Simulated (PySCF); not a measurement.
# Hartree-Fock beside MP2: AlBClO

All numbers below are calculated, not measured. The program is PySCF 2.14.0, an open-source quantum chemistry code, run on an isolated molecule that a program drew, which may never have been made. The molecule is AlBClO (charge 0, doublet), drawn as the SMILES string `O=[B][Al][Cl]`.

The geometry was optimised and harmonic frequencies were computed with HF and MP2, all in the cc-pV(D+d)Z basis, for the commonest isotopes, with a restricted reference for singlets and an unrestricted one otherwise, and a frozen core in MP2. Each result is a local minimum of its method.

Geometry at the HF minimum:
```xyz
4
AlBClO, angstrom
O    -1.1151   -3.3208    3.5816
B    -0.2701   -2.4950    3.4637
Al    1.1752   -0.9205    3.2999
Cl    3.0401   -1.4810    2.4753
```

Lengths of the bonds as drawn, in Å (atoms numbered as above):
```
   bond     HF    MP2
  O1-B2  1.187  1.223
 B2-Al3  2.144  2.128
Al3-Cl4  2.115  2.114
```

Rotational constants, in GHz:
```
constant     HF    MP2
       A  15.84  16.16
       B  1.798  1.777
       C  1.615  1.601
```

Harmonic frequencies in cm^-1, each column in rising order, so a row needn't be the same motion in every method:
| rank | HF | MP2 |
|---|---|---|
| 1 | 107 | 100 |
| 2 | 280 | ? |
| 3 | 343 | 314 |
| 4 | 450 | 440 |
| 5 | 553 | 556 |
| 6 | 2117 | 1890 |

**Estimate the missing MP2 frequency from the HF column.**

A single factor s that minimises the squared misfit of MP2 against s times HF over the other rows is sum(HF x MP2) / sum(HF^2) = 0.9035, with an rms misfit of 31 cm^-1. For rank 2 it gives 0.9035 x 280 = 253 cm^-1. The calculation gives 249 cm^-1, 4 cm^-1 below the estimate. The drawn bonds are on average 0.7 % longer in MP2 than in HF.
